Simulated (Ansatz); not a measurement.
A nudged elastic band was laid between two geometries of BH5N2O + CH4O (15 atoms, charge 0, multiplicity 1).

Level of theory: RKS BHLYP/def2-SVP in Ansatz.

```yaml
movable_images: 7
climbing_image: yes
spring: 5.0 eV/Å²
optimiser: quadratic models (default)
start_path: through a guess of the saddle point
force_threshold: 0.03 eV/Å
iteration_limit: 60
end_points: relaxed
```

First end point:

```xyz
15
Properties=species:S:1:pos:R:3
B 0.201 -0.452 0.133
N 0.118 -0.127 1.535
H -0.675 -0.434 2.073
H 0.955 -0.145 2.093
N 1.434 -0.483 -0.538
H 1.470 -0.576 -1.536
H 2.307 -0.226 -0.120
O -0.931 -0.704 -0.595
H -1.744 -0.643 -0.105
O -0.315 2.708 0.883
C -1.624 2.757 0.424
H -1.850 1.960 -0.298
H -2.367 2.697 1.235
H -1.780 3.712 -0.085
H -0.144 1.827 1.230
```

Last end point:

```xyz
15
Properties=species:S:1:pos:R:3
B -0.201 0.515 -0.586
N -0.029 0.186 2.580
H -0.008 0.495 3.543
H 0.738 -0.463 2.464
N 1.074 -0.088 -0.671
H 1.255 -0.974 -1.103
H 1.901 0.430 -0.439
O -1.354 -0.094 -0.983
H -1.252 -0.997 -1.263
O -0.268 1.781 -0.086
C -1.502 2.392 0.163
H -2.177 2.310 -0.693
H -1.992 1.940 1.031
H -1.324 3.450 0.371
H 0.195 0.985 2.001
```

(1) What changes between the two ends?

(2) What energy profile does the band end with?

Answers

(1) Bonds broken: B1–N2, O10–H15. Bonds formed: B1–O10, N2–H15. BH5N2O + CH4O becomes CH6BNO2 + H3N.

(2) The run ended unconverged. The highest image is number 3 of 0 to 8, 1.30 eV above the first end and 1.55 eV above the last; the last end lies 0.25 eV below the first. The band didn't meet its force threshold, so its energies are provisional: the largest band force was still 0.18 eV/Å, and over the last iterations the top stayed at 1.30 eV. Neighbouring images lie up to 1.9 Å apart, so the band is torn or far too coarse. Inner images lie below an end point, which means an intermediate or an end that isn't the lowest structure nearby. The orbitals stay closed-shell, which can raise the energy where a bond breaks towards radicals; this wasn't checked here.

```tsv
image	path coordinate (Å)	energy (eV)	B1–N2 (Å)	O10–H15 (Å)	B1–O10 (Å)
0	0.00	0.00	1.44	0.96	3.29
1	1.02	0.02	1.44	0.96	3.22
2	2.03	0.23	1.45	0.96	2.68
3	3.05	1.30	1.59	1.20	1.71
4	4.92	0.05	1.74	2.25	1.44
5	6.79	-0.13	2.75	3.00	1.37
6	8.66	-0.37	3.15	3.70	1.36
7	10.50	-0.22	3.14	2.92	1.36
8	12.34	-0.25	3.19	2.28	1.36
```

Time of the run: 13 min on 4 threads of Arm Neoverse V2, on a shared host, peak memory 0.38 GiB.
